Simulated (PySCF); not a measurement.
# Continuum solvent and chemical shifts

Geometry:
```tsv
atom	x (Å)	y (Å)	z (Å)
F1	3.291	-0.667	1.109
C2	2.373	-0.138	0.302
F3	2.467	1.211	0.417
O4	1.163	-0.584	0.702
C5	0.097	-0.475	-0.240
C6	-0.516	0.929	-0.285
C7	-1.396	1.089	0.954
O8	-2.148	-0.100	1.128
Si9	-1.390	-1.446	0.476
H10	2.598	-0.399	-0.751
H11	0.441	-0.799	-1.239
H12	0.249	1.716	-0.354
H13	-1.148	0.993	-1.188
H14	-2.091	1.938	0.852
H15	-0.768	1.271	1.845
H16	-2.237	-2.084	-0.573
H17	-0.997	-2.449	1.502
```

GIAO PBE0/pcSseg-1 in PySCF 2.14.0 with density-fitted response routines on one PBE0-D3(BJ)/def2-SVP conformer, non-relativistic, equivalent nuclei averaged. Solvents enter as an IEF-PCM continuum (benzene with ε = 2.3, dimethylsulfoxide with ε = 46.8) around the gas-phase geometry. Shifts are referred to CFCl3, TMS computed in the same medium.

Gas phase, δ in ppm: F3 -83.6, F1 -89.6, C2 125.6, C5 70.8, C7 68.3, C6 37.5, Si9 6.5, H10 5.71, H17 5.07, H16 4.98, H14 4.16, H15 4.09, H11 3.63, H12 2.48. Dipole moment 2.87 D.

(1) How does each δ change in the continuum?

(2) Which of the listed nuclei move most (in ppm), and what does the model miss? (N and O are left out, as their reference compounds move with the solvent too.)

Results:

(1) 
| atoms | environment | Δδ, benzene | Δδ, dimethylsulfoxide |
| --- | --- | --- | --- |
| F3 | fluorine of a CF2 group | -1.4 | -3.2 |
| F1 | fluorine of a CF2 group | -2.5 | -5.6 |
| C2 | sp3 CH bonded to 2 F and O | +0.4 | +1.0 |
| C5 | sp3 CH bonded to O and Si | +0.6 | +1.4 |
| C7 | sp3 CH2 bonded to O | +0.6 | +1.4 |
| C6 | sp3 CH2 in a ring | +0.4 | +0.8 |
| Si9 | silicon bonded to C, O, 2 H, in a 5-membered ring | +0.7 | +1.8 |
| H10 | hydrogen on an sp3 CH bonded to 2 F and O | +0.15 | +0.37 |
| H17 | hydrogen on a silicon bonded to C, O, in a 5-membered ring | -0.03 | -0.11 |
| H16 | hydrogen on a silicon bonded to C, O, in a 5-membered ring | -0.01 | -0.02 |
| H14 | hydrogen on an sp3 CH2 bonded to O | +0.05 | +0.11 |
| H15 | hydrogen on an sp3 CH2 bonded to O | 0.00 | -0.05 |
| H11 | hydrogen on an sp3 CH bonded to O and Si | +0.21 | +0.56 |
| H12 | hydrogen on an sp3 CH2 in a ring | -0.01 | -0.01 |

Changes are relative to the gas phase. The dipole moment becomes 3.24 D in benzene, 3.85 D in dimethylsulfoxide.

(2) F1 (fluorine of a CF2 group, -5.6 ppm) in dimethylsulfoxide. A continuum only polarises the solute; specific hydrogen bonds, the anisotropy of aromatic solvents and changes of geometry or conformer are outside it.
